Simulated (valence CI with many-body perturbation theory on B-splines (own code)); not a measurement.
## E1 line list for Rh V

Method: configuration interaction combined with many-body perturbation theory (CI+MBPT): five valence electrons over a frozen Dirac-Fock core [Kr], radial functions for each j: 7 s, 7 p, 8 d, 6 f, 4 g, 1 h, with the one-electron correlation potential Σ1 (screened to all orders), the two-electron term Σ2, the three-electron term Σ3, Breit, model QED; selected single and double excitations, second order for the rest, scaled by the run's own slope (own B-spline code, finite nucleus).

No measured levels were compared; by estimate terms of the open shell hold to 2 to 4 % of their energy, and close levels can change places; different configurations can be misplaced against each other by 1,000 to 8,000 cm⁻¹. Among the levels kept, up to 2500 cm⁻¹ of a level comes from second order outside the variational space, and about a tenth of that is noise between levels of different J, which matters for small intervals.

Lines 251 to 300 of 586 in falling wavelength, among levels below 239860 cm⁻¹, chosen from the strongest by gf and those to the six lowest levels. Wavelengths and rates use the calculated energies, so an error of 2000 cm⁻¹ moves a line at 1419 Å by 2.8 % and its rate by three times that or more. Electric multipoles are in the length gauge, E1 and E2 with the static RPA response of the core. Weak lines are less certain than strong ones. Lines between different terms over intervals too small for the method are left out, as are lines whose strength nearly cancels. Where a level lies close to another of its J and parity, the split of strength between their lines is uncertain. The highest levels of a list are the least certain.

Names give the largest LS component (configuration and term), which can be under half, so a name can repeat, a term be missing and a line seem to break the LS rules; names also repeat where a configuration has a term twice. Letters in brackets count levels of one name in rising energy.

```tsv
λ vac (Å)	Upper	Lower	A (s⁻¹)	log gf	Branch %
1419	4d⁴5p ⁴F°_3/2 [b]	4d⁴5s ⁴F_5/2 [a]	3.27e+08	-0.40	4.9
1415	4d⁴5p ²G°_7/2 [c]	4d⁴5s ²F_7/2 [a]	1.37e+08	-0.48	2.1
1414	4d⁴5p ⁴F°_9/2 [c]	4d⁴5s ⁴F_7/2 [a]	3.71e+08	0.05	8.9
1410	4d⁴5p ⁴G°_11/2 [c]	4d⁴5s ⁴F_9/2 [a]	1.58e+08	-0.25	5.6
1410	4d⁴5p ⁴D°_7/2 [e]	4d⁴5s ⁴G_7/2	8.86e+07	-0.68	2.2
1409	4d⁴5p ⁴D°_7/2 [e]	4d⁴5s ⁴P_5/2 [a]	3.14e+08	-0.13	8.0
1408	4d⁴5p ²G°_9/2 [b]	4d⁴5s ⁴D_7/2 [b]	7.82e+07	-0.63	1.9
1408	4d⁴5p ⁶P°_3/2	4d⁴5s ⁶D_3/2	3.24e+08	-0.41	5.9
1404	4d⁴5p ⁴P°_3/2 [b]	4d⁴5s ⁴P_1/2 [a]	4.54e+08	-0.27	7.5
1404	4d⁴5p ⁴G°_7/2 [b]	4d⁴5s ⁴H_9/2	2.07e+08	-0.31	3.2
1404	4d⁴5p ⁴F°_7/2 [d]	4d⁴5s ⁴F_7/2 [a]	1.93e+08	-0.34	5.5
1403	4d⁴5p ⁴F°_7/2 [e]	4d⁴5s ²F_5/2 [a]	1.60e+08	-0.42	5.2
1403	4d⁴5p ⁴F°_3/2 [c]	4d⁴5s ⁴F_3/2 [a]	3.18e+08	-0.43	5.8
1401	4d⁴5p ⁴H°_13/2 [b]	4d⁴5s ⁴G_11/2	2.16e+08	-0.05	5.6
1400	4d⁴5p ²I°_13/2 [a]	4d⁴5s ⁴H_11/2	1.53e+08	-0.20	8.6
1400	4d⁴5p ²I°_11/2 [a]	4d⁴5s ⁴H_9/2	1.27e+08	-0.35	3.7
1399	4d⁴5p ²I°_13/2 [b]	4d⁴5s ²H_11/2	7.27e+07	-0.52	1.9
1399	4d⁴5p ²F°_5/2 [a]	4d⁴5s ⁴G_5/2	1.11e+08	-0.71	2.3
1398	4d⁴5p ²G°_9/2 [b]	4d⁴5s ²F_7/2 [a]	2.00e+08	-0.23	5.0
1396	4d⁴5p ⁴G°_11/2 [d]	4d⁴5s ²H_11/2	7.70e+07	-0.57	2.2
1396	4d⁴5p ⁴P°_5/2 [b]	4d⁴5s ⁴P_3/2 [a]	1.84e+08	-0.49	3.2
1395	4d⁴5p ⁶P°_3/2	4d⁴5s ⁶D_1/2	5.59e+08	-0.19	10.2
1394	4d⁴5p ⁴G°_7/2 [b]	4d⁴5s ⁴H_7/2	9.40e+07	-0.66	1.4
1393	4d⁴5p ⁴F°_5/2 [d]	4d⁴5s ⁴D_3/2 [b]	4.03e+08	-0.15	11.9
1392	4d⁴5p ⁶D°_9/2	4d⁴5s ⁶D_9/2	2.64e+08	-0.11	14.4
1392	4d⁴5p ⁴D°_1/2 [c]	4d⁴5s ⁴F_3/2 [a]	6.96e+08	-0.39	10.4
1392	4d⁴5p ²F°_7/2 [a]	4d⁴5s ⁴G_7/2	1.08e+08	-0.60	2.3
1392	4d⁴5p ⁴H°_9/2 [c]	4d⁴5s ⁴F_9/2 [a]	1.40e+08	-0.39	4.7
1390	4d⁴5p ⁴H°_9/2 [b]	4d⁴5s ⁴H_9/2	1.86e+08	-0.27	4.4
1388	4d⁴5p ⁴D°_3/2 [c]	4d⁴5s ⁴F_3/2 [a]	2.65e+08	-0.51	4.3
1387	4d⁴5p ²H°_9/2 [b]	4d⁴5s ⁴D_7/2 [b]	1.74e+08	-0.30	3.3
1387	4d⁴5p ⁴D°_5/2 [c]	4d⁴5s ⁴F_3/2 [a]	1.58e+08	-0.56	2.8
1387	4d⁴5p ⁶D°_5/2	4d⁴5s ⁶D_5/2	2.92e+08	-0.30	10.0
1383	4d⁴5p ⁴F°_7/2 [e]	4d⁴5s ⁴D_5/2 [b]	4.38e+08	0.00	14.3
1381	4d⁴5p ²G°_7/2 [d]	4d⁴5s ²G_7/2 [a]	3.43e+08	-0.10	5.4
1381	4d⁴5p ⁴H°_9/2 [b]	4d⁴5s ⁴H_7/2	1.42e+08	-0.39	3.4
1378	4d⁴5p ⁶D°_7/2	4d⁴5s ⁶D_7/2	2.57e+08	-0.23	14.6
1378	4d⁴5p ²G°_9/2 [b]	4d⁴5s ²H_11/2	2.07e+08	-0.23	5.1
1377	4d⁴5p ⁴H°_11/2 [b]	4d⁴5s ⁴H_11/2	1.59e+08	-0.27	4.9
1376	4d⁴5p ⁴F°_7/2 [b]	4d⁴5s ⁴H_7/2	1.51e+08	-0.46	2.7
1375	4d⁴5p ⁴D°_5/2 [c]	4d⁴5s ⁴F_5/2 [a]	1.21e+08	-0.69	2.2
1374	4d⁴5p ²G°_7/2 [b]	4d⁴5s ⁴G_7/2	2.52e+08	-0.24	5.4
1374	4d⁴5p ⁴G°_5/2 [c]	4d⁴5s ⁴H_7/2	3.86e+08	-0.18	7.1
1374	4d⁴5p ²H°_9/2 [c]	4d⁴5s ²I_11/2	6.49e+08	0.26	8.3
1372	4d⁴5p ⁴G°_9/2 [d]	4d⁴5s ⁴G_9/2	4.08e+08	0.06	9.1
1370	4d⁴5p ⁴F°_9/2 [d]	4d⁴5s ⁴D_7/2 [b]	2.73e+08	-0.12	5.3
1370	4d⁴5p ⁴F°_7/2 [c]	4d⁴5s ⁴H_7/2	9.68e+07	-0.66	2.0
1368	4d⁴5p ⁶D°_5/2	4d⁴5s ⁶D_3/2	5.47e+08	-0.04	18.7
1368	4d⁴5p ²H°_11/2 [d]	4d⁴5s ²I_11/2	1.81e+08	-0.21	3.1
1367	4d⁴5p ⁶D°_9/2	4d⁴5s ⁶D_7/2	4.54e+08	0.10	24.8
```
